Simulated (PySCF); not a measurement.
C6H8F (charge +1).
Numbering: `[CH3:1][C:2]1=[CH:3][CH2:4][C@H:5]([F:6])[CH+:7]1` (hydrogens: H8, H9, H10 on C1; H11 on C3; H12, H13 on C4; H14 on C5; H15 on C7)

Structure optimised with GFN2-xTB, isolated species.

(1) What internal coordinates does the optimisation give?

## Answers

(1) 
```tsv
bond	length (Å)
C1–C2	1.479
C2=C3	1.401
C3–C4	1.452
C4–C5	1.541
C5–F6	1.349
C5–C7	1.476
C2–C7	1.387
C1–H8, C1–H9, C1–H10	1.088
C3–H11	1.081
C4–H12	1.100
C4–H13	1.096
C5–H14	1.111
C7–H15	1.079
```

Bonds in one row agree within 0.01 Å and their mean is given. A selection of angles:
```tsv
angle	degrees
C2–C1–H8	111.3
C2–C1–H10	110.0
H8–C1–H9	109.3
H8–C1–H10	108.4
C1–C2–C3	126.0
C1–C2–C7	126.3
C3–C2–C7	107.7
C2–C3–C4	112.6
C2–C3–H11	124.2
C4–C3–H11	123.2
C3–C4–C5	103.0
C3–C4–H12	111.5
C3–C4–H13	113.2
C5–C4–H12	108.0
C5–C4–H13	116.6
H12–C4–H13	104.5
C4–C5–F6	115.7
C4–C5–C7	104.1
C4–C5–H14	108.1
F6–C5–C7	115.6
F6–C5–H14	106.0
C7–C5–H14	106.9
C5–C7–H15	122.7
C2–C7–C5	110.9
C2–C7–H15	126.5
```

Torsions: C1–C2–C3–C4 -177° (antiperiplanar); C2–C3–C4–C5 -10° (synperiplanar); C3–C4–C5–F6 141° (anticlinal); C4–C5–C7–C2 -13° (synperiplanar); C1–C2–C7–C5 -174° (antiperiplanar).

The C–C distances run from 1.387 Å (C2–C7, drawn single in a drawing that doesn't fit all lengths) to 1.541 Å (C4–C5, drawn single in a drawing that doesn't fit all lengths), a spread of 0.154 Å. C3 (carbon bonded to 2 C and H) is planar (angles 124.2°, 123.2° and 112.6°, sum 360.0°, 0.01 Å off the plane of its three neighbours). C7 (carbon bonded to 2 C and H) is planar (angles 126.5°, 122.7° and 110.9°, sum 360.0°, 0.00 Å off the plane of its three neighbours). C2 (carbon bonded to 3 C) is planar (angles 126.3°, 126.0° and 107.7°, sum 360.0°, 0.01 Å off the plane of its three neighbours). The 5-membered ring C2–C3–C4–C5–C7 has internal angles of 103.0° to 112.6°; it is slightly puckered (a soft mode that the optimisation may not have finished), 0.06 Å rms from its mean plane, widest ring torsion 13°.

Point group: C1 (no symmetry element, even within 0.4 Å). No frequency check.

One conformer stands for the species.

The numbers are calculated, not measured.
